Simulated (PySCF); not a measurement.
## Curvature of the energy in the electron number along the 4d series, charge +1

Calculated with PySCF 2.14, in x2c-TZVPall, spin-free X2C: one orbital is emptied in steps, and each cell gives the departure of E from the straight line at half an electron, in eV (from a cubic fit). The exact functional gives zero.

```csv
species,orbital,LDA,PBE,r2SCAN,PBE0,BHandHLYP,LC-wPBE,wB97X,UHF
Mo⁺,4d alpha,-1.32,-1.29,-1.21,-0.90,-0.51,-0.18,-0.26,0.29
Tc⁺,5s alpha,-0.85,-0.86,-0.76,-0.62,-0.40,-0.02,-0.05,0.05
Ru⁺,4d beta,-1.39,-1.35,-1.25,-0.91,-0.51,-0.19,-0.30,0.38
Rh⁺,4d beta,-1.47,-1.42,-1.31,-0.96,-0.52,-0.24,-0.33,0.43
Pd⁺,4d beta,-1.55,-1.50,-1.38,-1.00,-0.52,-0.28,-0.37,0.48
Ag⁺,4d beta,-1.64,-1.60,-1.49,-1.07,-0.55,-0.36,-0.43,0.53
Cd⁺,5s alpha,-0.97,-0.97,-0.85,-0.71,-0.49,-0.06,-0.11,0.04
```

Q: How does the mean departure depend on the functional?

A: LDA -1.31 eV; PBE -1.28 eV; r2SCAN -1.18 eV; PBE0 -0.88 eV; BHandHLYP -0.50 eV; LC-wPBE -0.19 eV; wB97X -0.26 eV; UHF 0.31 eV. Semilocal functionals are convex (delocalisation error), Hartree-Fock is concave or straight, and exact exchange removes curvature roughly in proportion to its share, so among the functionals the range-separated hybrids usually come closest to zero.

No spin-orbit coupling is included.
